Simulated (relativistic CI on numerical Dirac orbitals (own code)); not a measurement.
Electric-dipole lines of Br XVI

Computed by Dirac-Coulomb-Breit CI, separate exchange-only KLI orbitals for each configuration, model QED (radiative potential, 1s self-energy scaled to tabulated hydrogen-like ionisation energies), unscaled Slater integrals (own radial code, finite nucleus).

Configuration list (outside the closed core [Ne]): 3s2 3p6 3d2, 3s2 3p5 3d3, 3s 3p6 3d3, 3s2 3p6 3d 4s, 3s2 3p6 3d 4p, 3s2 3p6 3d 4d, 3s2 3p6 3d 4f, 3s2 3p6 4s2, 3s2 3p5 3d2 4s, 3s2 3p6 4s 4p, 3s2 3p5 3d2 4p, 3s2 3p6 3d 5s, 3s2 3p6 4p2, 3s2 3p6 4s 4d, 3s2 3p6 3d 5p, 3s2 3p5 3d2 4d, 3s2 3p6 3d 5d, 3s2 3p6 4p 4d, 3s 3p6 3d2 4s, 3s2 3p6 3d 5f, 3s2 3p6 3d 5g, 3s 3p6 3d2 4p, 3s2 3p6 4d2, 3s2 3p6 3d 6s, 3s2 3p6 3d 6p, 3s2 3p6 3d 6d, 3p6 3d4, 3p5 3d5. Double excitations out of closed p, d and f shells are left out; levels of such configurations are missing from the list, as are those of other unlisted configurations, and high levels can miss mixing partners. These lack a partner that the ground configuration has and come out too high: 3s2 3p5 3d2 4s, 3s2 3p5 3d2 4p, 3s2 3p5 3d2 4d.

```
λ vac (Å)                 Lower                       Upper   A (s⁻¹)        gf  Branching (%)
   40.691  3s2 3p6 3d2 3F_2 [1]   3s2 3p6 3d 4f 3G°_3 [229]  1.61e+12  2.80e+00           69.7
   40.742  3s2 3p6 3d2 3F_3 [2]   3s2 3p6 3d 4f 3G°_4 [234]  2.22e+12  4.98e+00           87.7
   40.803  3s2 3p6 3d2 3F_3 [2]  3s2 3p5 3d2 4s 3F°_4 [231]  5.38e+11  1.21e+00           60.7
   40.815  3s2 3p6 3d2 3F_2 [1]  3s2 3p5 3d2 4s 3G°_3 [225]  1.02e+12  1.77e+00           69.0
   40.842  3s2 3p6 3d2 3F_4 [3]   3s2 3p6 3d 4f 3G°_5 [239]  3.56e+12  9.78e+00           99.6
   41.084  3s2 3p6 3d2 3F_2 [1]   3s2 3p6 3d 4f 3F°_2 [214]  1.04e+12  1.32e+00           78.6
   41.161  3s2 3p6 3d2 3F_2 [1]  3s2 3p5 3d2 4s 3G°_3 [210]  5.45e+11  9.70e-01           86.4
   41.169  3s2 3p6 3d2 3F_3 [2]   3s2 3p6 3d 4f 3F°_3 [217]  1.09e+12  1.93e+00           66.8
   41.183  3s2 3p6 3d2 1G_4 [8]   3s2 3p6 3d 4f 1H°_5 [255]  3.52e+12  9.85e+00           99.6
   41.242  3s2 3p6 3d2 3F_4 [3]   3s2 3p6 3d 4f 3F°_4 [220]  1.04e+12  2.40e+00           82.7
   41.257  3s2 3p6 3d2 1D_2 [4]   3s2 3p6 3d 4f 3D°_3 [238]  1.88e+12  3.36e+00           74.7
   41.331  3s2 3p6 3d2 3F_3 [2]  3s2 3p5 3d2 4s 3G°_4 [209]  4.26e+11  9.83e-01           98.1
   41.376  3s2 3p6 3d2 3P_1 [6]   3s2 3p6 3d 4f 3D°_2 [237]  1.10e+12  1.41e+00           88.6
   41.430  3s2 3p6 3d2 3P_2 [7]   3s2 3p6 3d 4f 1F°_3 [243]  2.38e+12  4.28e+00           79.1
   41.434  3s2 3p6 3d2 3P_2 [7]   3s2 3p6 3d 4f 3P°_2 [242]  1.58e+12  2.04e+00           75.5
   41.488  3s2 3p6 3d2 1G_4 [8]  3s2 3p5 3d2 4s 3H°_5 [248]  9.45e+11  2.68e+00           99.6
   41.491  3s2 3p6 3d2 3F_4 [3]  3s2 3p5 3d2 4s 3G°_5 [208]  4.89e+11  1.39e+00          100.0
   41.547  3s2 3p6 3d2 1D_2 [4]   3s2 3p6 3d 4f 1D°_2 [224]  1.16e+12  1.50e+00           68.5
   42.728  3s2 3p6 3d2 1S_0 [9]   3s2 3p6 3d 4f 1P°_1 [254]  1.84e+12  1.51e+00           88.2
   89.716  3s2 3p6 3d2 1D_2 [4]     3s2 3p5 3d3 3S°_1 [118]  2.89e+11  1.05e+00           29.9
   90.220  3s2 3p6 3d2 3F_2 [1]     3s2 3p5 3d3 3D°_1 [112]  5.88e+11  2.15e+00           73.1
   90.241  3s2 3p6 3d2 3P_1 [6]     3s2 3p5 3d3 3S°_1 [118]  3.00e+11  1.10e+00           30.9
   90.671  3s2 3p6 3d2 3F_3 [2]     3s2 3p5 3d3 3D°_2 [113]  6.15e+11  3.79e+00           73.2
   91.417  3s2 3p6 3d2 3F_4 [3]     3s2 3p5 3d3 3D°_3 [114]  6.45e+11  5.65e+00           78.0
   92.441  3s2 3p6 3d2 1G_4 [8]     3s2 3p5 3d3 1F°_3 [117]  7.26e+11  6.51e+00           97.3
   93.648  3s2 3p6 3d2 1G_4 [8]     3s2 3p5 3d3 1G°_4 [116]  7.41e+11  8.77e+00           99.0
   94.110  3s2 3p6 3d2 3P_1 [6]     3s2 3p5 3d3 3D°_2 [113]  1.65e+11  1.09e+00           19.6
   94.912  3s2 3p6 3d2 3P_2 [7]     3s2 3p5 3d3 3D°_3 [114]  1.32e+11  1.25e+00           16.0
   95.285  3s2 3p6 3d2 3F_2 [1]     3s2 3p5 3d3 1D°_2 [107]  1.62e+11  1.11e+00           38.7
   95.515  3s2 3p6 3d2 3F_3 [2]     3s2 3p5 3d3 3F°_3 [109]  2.97e+11  2.84e+00           63.7
   95.708  3s2 3p6 3d2 3F_4 [3]     3s2 3p5 3d3 3F°_4 [110]  5.40e+11  6.68e+00           93.7
   95.914  3s2 3p6 3d2 3F_3 [2]     3s2 3p5 3d3 3D°_3 [108]  1.04e+11  1.00e+00           30.5
   96.895  3s2 3p6 3d2 3F_2 [1]     3s2 3p5 3d3 3F°_2 [104]  3.06e+11  2.15e+00           74.5
   97.140  3s2 3p6 3d2 1S_0 [9]     3s2 3p5 3d3 1P°_1 [119]  3.65e+11  1.55e+00           46.3
   98.489  3s2 3p6 3d2 3F_3 [2]     3s2 3p5 3d3 1F°_3 [103]  1.19e+11  1.21e+00           40.9
   98.703  3s2 3p6 3d2 1D_2 [4]     3s2 3p5 3d3 3F°_3 [109]  9.18e+10  9.38e-01           19.7
   98.910  3s2 3p6 3d2 3P_2 [7]     3s2 3p5 3d3 3P°_2 [111]  3.01e+11  2.21e+00           84.0
   99.317  3s2 3p6 3d2 1D_2 [4]     3s2 3p5 3d3 1D°_2 [107]  1.68e+11  1.24e+00           40.0
   100.70  3s2 3p6 3d2 3P_2 [7]     3s2 3p5 3d3 3D°_3 [108]  1.72e+11  1.83e+00           50.6
   101.88  3s2 3p6 3d2 1D_2 [4]     3s2 3p5 3d3 1F°_3 [103]  1.35e+11  1.47e+00           46.5
   105.63  3s2 3p6 3d2 3F_3 [2]      3s2 3p5 3d3 3G°_4 [92]  9.18e+10  1.38e+00           96.7
   106.11  3s2 3p6 3d2 1G_4 [8]      3s2 3p5 3d3 1H°_5 [98]  1.25e+11  2.33e+00           79.1
   106.16  3s2 3p6 3d2 3F_4 [3]      3s2 3p5 3d3 3G°_5 [93]  1.52e+11  2.83e+00           91.8
   106.72  3s2 3p6 3d2 3F_2 [1]      3s2 3p5 3d3 3G°_3 [89]  6.41e+10  7.66e-01           94.4
   106.91  3s2 3p6 3d2 3F_3 [2]      3s2 3p5 3d3 3F°_4 [90]  4.97e+10  7.66e-01           91.4
```

Terms are leading LS components. Brackets give the number of a level in order of energy, since labels repeat. The list gives strong lines, with weight on those to low levels, without lines whose two gauges differ by over a factor of 2.5, among the lowest 400 of 1456 levels, so that lines to higher ones, which can be the strongest, are missing. Levels whose partners in the same complex of configurations lie outside the list can be far off, and so can their lines. Rates are taken at the computed energies, electric ones in the length gauge.

At this charge energies of transitions that change n are usually good to better than 1 %, and those within a shell (Δn = 0) to a few per cent. Terms inside the open d or f shell come out 10 to 20 % too wide with unscaled integrals.

LS names give the leading component of a level, which can be under half, so a name can repeat, a term be missing and a line seem to break the LS rules.
